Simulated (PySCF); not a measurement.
## Ga: excitation energy

Ga [Ar] 3d10 4s2 4p1 (2P) → Ga [Ar] 3d10 4s1 4p1 5s1 (4P), as a difference of total energies. All numbers are calculated (PySCF 2.14, scalar relativity by spin-free X2C-1e, in aug-cc-pVTZ-DK (7s6p4d2f, 59 functions)). Correlated levels: valence: [Ar] 3d10 frozen. The calculations carry no spin-orbit coupling.

```json
{"method": "UHF", "excitation energy (eV)": "7.267"}
{"method": "MP2 (valence)", "excitation energy (eV)": "8.028"}
{"method": "SCS-MP2 (valence)", "excitation energy (eV)": "8.253"}
{"method": "CCSD (valence)", "excitation energy (eV)": "8.273"}
{"method": "CCSD(T) (valence)", "excitation energy (eV)": "8.294"}
```

How much does correlation contribute at CCSD(T) (valence)?

8.294 − (7.267) = 1.027 eV, measured against UHF.

The upper state lies above the first ionisation limit, but in LS coupling its spin forbids autoionisation to the ground ion. A Rydberg-like electron needs more diffuse functions than a valence basis has.

The promoted electron is Rydberg-like, and one or two diffuse shells describe it only roughly, which tends to raise the upper state.
